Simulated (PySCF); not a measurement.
SCF from a fresh guess for triplet WH₅⁻, at the PBE0 minimum. PySCF input:

```python
from pyscf import gto, scf, dft
mol = gto.M(atom='''
W      0.001810     0.008920     0.000000
H      0.000000    -1.728680    -0.000000
H     -1.009860     1.537170    -0.000000
H      1.129030    -0.379300    -1.267730
H      1.129030    -0.379300     1.267730
H     -1.577960    -0.677870     0.000000''',
    basis={'W': 'def2-TZVPD', 'H': 'def2-TZVPD'},
    ecp={'W': 'def2-TZVPD'},
    charge=-1, spin=2)
mf = dft.UKS(mol, xc='PBE0')
mf.grids.atom_grid = (50, 194)
aux = {'W': 'def2-universal-JKFIT', 'H': 'def2-universal-JKFIT'}
mf = mf.density_fit(auxbasis=aux)
mf.conv_tol = 1e-08
mf.diis_space = 10
mf.max_cycle = 60
mf.init_guess = 'minao'
mf.verbose = 4
mf.kernel()
```

Excerpt of the output (cycles alone):

```
init E= -49.8356697005708
cycle= 1 E= -69.9276067634502  delta_E= -20.1  |g|= 0.289  |ddm|= 5.52
cycle= 2 E= -69.9692508422329  delta_E= -0.0416  |g|= 0.195  |ddm|= 0.809
cycle= 3 E= -69.9880015985529  delta_E= -0.0188  |g|= 0.0842  |ddm|= 0.371
cycle= 4 E= -69.9911149940992  delta_E= -0.00311  |g|= 0.0365  |ddm|= 0.102
cycle= 5 E= -69.9918529255923  delta_E= -0.000738  |g|= 0.011  |ddm|= 0.0494
cycle= 6 E= -69.991991742985  delta_E= -0.000139  |g|= 0.00273  |ddm|= 0.018
cycle= 7 E= -69.992019844566  delta_E= -2.81e-05  |g|= 0.00128  |ddm|= 0.0132
cycle= 8 E= -69.9920221298984  delta_E= -2.29e-06  |g|= 0.000556  |ddm|= 0.00299
cycle= 9 E= -69.9920226317465  delta_E= -5.02e-07  |g|= 0.000133  |ddm|= 0.00151
cycle= 10 E= -69.9920226702864  delta_E= -3.85e-08  |g|= 3.64e-05  |ddm|= 0.000454
cycle= 11 E= -69.9920226747447  delta_E= -4.46e-09  |g|= 9.98e-06  |ddm|= 0.000178
Extra cycle  E= -69.992022675326  delta_E= -5.81e-10  |g|= 9.21e-06  |ddm|= 6.44e-05
converged SCF energy = -69.992022675326  <S^2> = 2.019044  2S+1 = 3.0126692
```

No lower solution of this spin was found from smeared starts or by a stability analysis within the unrestricted form.

Open d and f shells are described by one determinant, and the ground state may have another occupation or spin. With an element this heavy the missing spin–orbit coupling can shift these numbers.

The search for the lowest solution, 3 starts and the stability check together, took 25 s on 2 threads of a shared Arm Neoverse N1 host, with 88 basis functions; the process peaked at 0.6 GiB. Launch command: `OMP_NUM_THREADS=2 python axn.py task.json out`.
